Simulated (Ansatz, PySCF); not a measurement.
Cl$_{2}$Sb, charge +1, singlet, geometry from GFN2-xTB (core potentials on Sb). Base run: BLYP/def2-SVP (PySCF).

Here is a job for PySCF.
```python
from pyscf import gto, scf, dft

mol = gto.M(
    atom='''
Sb    0.37750143   -0.02033636    0.45805429
Cl    0.77066814    0.35397311   -1.77453146
Cl   -1.90317243   -0.29296404    0.40036859
''',
    basis='def2-svp',
    ecp={'Sb': 'def2-svp'},
    charge=1,
    verbose=4,
)

mf = dft.RKS(mol)
mf.xc = 'blyp'
mf.kernel()
```

The same geometry, method and basis name were run in Ansatz (a first-principles code) and PySCF, at each program's defaults and at the settings that a row names. The base is PySCF at its defaults. Differences at the defaults can come from grids, fitting, cores and function types together.

```
code and settings                                                               ΔE vs base (µEh)  basis functions       E (Eh)  SCF cycles
------------------------------------------------------------------------------  ----------------  ---------------  -----------  ----------
PySCF, defaults (exact integrals, its default grid, spherical functions)                     0.0               62  -1160.07531          12
Ansatz, defaults (factorised integrals, its default grid, spherical functions)               5.7               62  -1160.07530           -
PySCF, density fitting with def2-universal-jkfit                                           -37.8               62  -1160.07534          12
PySCF, fine grid                                                                             5.9               62  -1160.07530          12
Ansatz, high accuracy                                                                        5.0               62  -1160.07530           -
```
